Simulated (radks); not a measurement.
Polarisability of the nitrogen ion N2+, [He] 2s2 2p1, at imaginary frequency. All-electron calculation, non-relativistic Kohn-Sham, LDA (Slater exchange, Perdew-Wang correlation), spin-polarised, spherical densities, point nucleus; open shells are filled with parallel spins first. Program: a radial shooting solver on a logarithmic mesh with Libxc functionals. Response by self-consistent Sternheimer equations with the Hartree and adiabatic LDA kernel.

| w (hartree) | alpha1(iw) (bohr^3) |
|---|---|
| 0.00266 | 2.582 |
| 0.0143 | 2.581 |
| 0.0360 | 2.573 |
| 0.0697 | 2.549 |
| 0.118 | 2.491 |
| 0.186 | 2.372 |
| 0.280 | 2.162 |
| 0.413 | 1.847 |
| 0.605 | 1.454 |
| 0.892 | 1.043 |
| 1.35 | 0.6723 |
| 2.12 | 0.3759 |
| 3.59 | 0.1712 |
| 6.94 | 0.05769 |
| 17.5 | 0.01183 |

Static values: alpha1 = 2.582 bohr^3 (0.3826 angstrom^3; uncoupled 4.289). C6 = 3.649, triple-dipole C9 = 6.642 atomic units. One-pole (London) frequency 4 C6 / (3 alpha1^2) = 0.730 hartree, against 1.419 for minus the highest occupied eigenvalue. The dipole shielding factor is 0.714, as the force sum rule N/Z = 0.714 demands.
